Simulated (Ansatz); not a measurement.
Compare A (`C[C]1(N)[AlH][SiH2]1`) with its isomer B (`[CH3][Al]1[NH][SiH]1C`).

Isolated molecules relaxed with PBE0-D4/def2-TZVP in Ansatz; ΔE leaves out vibrations. CCSD(T)/CBS is the MP2 limit (def2-TZVPP, def2-QZVPP) plus CCSD(T) − MP2 in def2-TZVPP, frozen cores. Functionals use def2-TZVPP. B3LYP here is the variant with VWN-RPA as its local correlation; programs differ in this. One conformer a species, not always the lowest.

Q: Which isomer does CCSD(T)/CBS put lower? Give the gap. (Estimate.)

A: Computed: B, by 303.2 kJ/mol.

Q: Give E(B) − E(A) in kJ/mol with CCSD/def2-TZVPP, CCSD(T)/def2-TZVPP, B3LYP, PBE-D4, MP2/def2-TZVPP, HF/def2-TZVPP, ωB97M-V. (Best estimate.)

A: Computed: CCSD/def2-TZVPP -307.0, CCSD(T)/def2-TZVPP -302.3, B3LYP -309.8, PBE-D4 -278.4, MP2/def2-TZVPP -309.8, HF/def2-TZVPP -325.1, ωB97M-V -302.2. None reverses the order clearly.

Largest T1 diagnostic: 0.014.

From PBE to PBE0 (25 % exact exchange), in def2-TZVPP and without D4, E(B) − E(A) moves by −7.8 kJ/mol. In def2-TZVPP, CCSD(T) changes the Hartree–Fock value by +22.9 kJ/mol (the triples alone add +4.8 kJ/mol) and MP2 by +15.4 kJ/mol.
